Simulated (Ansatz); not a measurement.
The cluster Be₄: single points at one geometry.

```yaml
crystal:
  periodic: [false, false, false]
  atoms:
    - {symbol: Be, position_ang: [0.813405, -0.334233, -0.499467]}
    - {symbol: Be, position_ang: [-0.813035, 0.332921, 0.499741]}
    - {symbol: Be, position_ang: [-1.024281, -0.479462, -1.348741]}
    - {symbol: Be, position_ang: [1.023912, 0.480774, 1.348467]}
basis:
  gaussian: {orbitals: def2-TZVP, initial_orbitals: start.molden}
magnetization: {spin_polarized: true, initial_magnetization: 4}
hamiltonian: {xc: r2scan}
scf: {omitted_lower_state_checks: [starts]}
output: {orbitals: {seedname: orbitals}}
```

The file start.molden holds the orbitals of an earlier run on this structure, at another level or in another basis.

```sh
$ ansatz run in.yaml --threads 4 --pin off --events-out ev --progress --plain --max-ram 3916MiB
```

It prints (some lines left out):

```
Functional definition: r2SCAN
564 factors; their error is unknown
mean field evaluation 1: about -1597.9655 eV, gradient 2.1e0 eV
mean field evaluation 2: about -1597.9890 eV, gradient 5.9e-2 eV
mean field evaluation 4: about -1597.9764 eV, gradient 6.9e-4 eV
mean field -1597.97635971 eV, -58.7245480720 hartree, gradient 2.9e-5 eV, S^2 6.030702; 0 other end points of the search recorded, 0 dependent functions left out
reference -1597.97637895 eV, -58.7245487791 hartree; 10, 6 occupied and 66, 70 virtual orbitals, 564 factors
Total energy: -1597.97637895 eV, -58.7245487791 hartree
Checks for a lower state left out: starts
```

It took 1.2 s on 4 threads of Arm Neoverse V1 on a shared host.

As the first input, with `gaussian: {orbitals: def2-TZVPP, initial_orbitals: start.molden}`, `correlation: {method: ccsd_t}`, `scf: {omitted_lower_state_checks: [starts, cluster_reference]}` and without the key `hamiltonian` (abridged; 2.8 s):

```
Functional definition: HF
mean field -1587.35151110 eV, -58.3340920873 hartree, gradient 1.9e-6 eV, S^2 6.077405
second order -6.27134852 eV of doubles, -0.00000000 eV of singles
cycle   1  -7.08328774 eV  change   -8.1e-1 eV  update   9.3e-2
cycle   2  -7.38645697 eV  change   -3.0e-1 eV  update   4.4e-2
cycle   3  -7.42689801 eV  change   -4.0e-2 eV  update   2.1e-2
cycle   4  -7.42395358 eV  change    2.9e-3 eV  update   1.0e-2
cycle   5  -7.43049850 eV  change   -6.5e-3 eV  update   4.6e-3
cycle   6  -7.43149088 eV  change   -9.9e-4 eV  update   1.9e-3
cycle   7  -7.43106442 eV  change    4.3e-4 eV  update   8.8e-4
cycle   8  -7.43145502 eV  change   -3.9e-4 eV  update   4.2e-4
cycle   9  -7.43133153 eV  change    1.2e-4 eV  update   1.8e-4
cycle  10  -7.43134537 eV  change   -1.4e-5 eV  update   8.6e-5
cycle  11  -7.43132051 eV  change    2.5e-5 eV  update   3.7e-5
cycle  12  -7.43132188 eV  change   -1.4e-6 eV  update   1.5e-5
perturbative correction -0.31586189 eV, -0.0116077103 hartree
Total energy: -1595.09869487 eV, -58.6187958396 hartree
Checks for a lower state left out: starts, cluster_reference
```

First input, but with `hamiltonian: {xc: pbe}` (abridged; 0.55 s):

```
Functional definition: PBE
mean field -1595.54396505 eV, -58.6351592172 hartree, gradient 2.4e-5 eV, S^2 6.012568
Total energy: -1595.54401110 eV, -58.6351609094 hartree
Checks for a lower state left out: starts
```

The first input with `gaussian: {orbitals: STO-3G}`, `hamiltonian: {xc: hf}` (abridged; 0.1 s):

```
Functional definition: HF
mean field evaluation 16: about -1564.6153 eV, gradient 8.5e-3 eV
mean field evaluation 32: about -1564.6365 eV, gradient 5.9e-1 eV
mean field -1564.66279639 eV, -57.5002972006 hartree, gradient 1.0e-5 eV, S^2 6.031032
Total energy: -1564.66279639 eV, -57.5002972006 hartree
Checks for a lower state left out: starts
```

First input, but with `hamiltonian: {xc: hse06}` (abridged; 0.65 s):

```
Functional definition: HSE06
mean field -1595.89283260 eV, -58.6479798632 hartree, gradient 1.3e-5 eV, S^2 6.019100
Total energy: -1595.89287853 eV, -58.6479815509 hartree
Checks for a lower state left out: starts
```

Geometry: B3LYP/def2-TZVP.

HSE06 is defined as in plane-wave codes, on full-range PBE exchange. Correlated methods freeze no core orbitals. At PBE0/def2-TZVP a singlet of charge 0 lies 1.75 eV below the quintet, each at its own geometry. The structure comes from a short search, and lower isomers may exist.
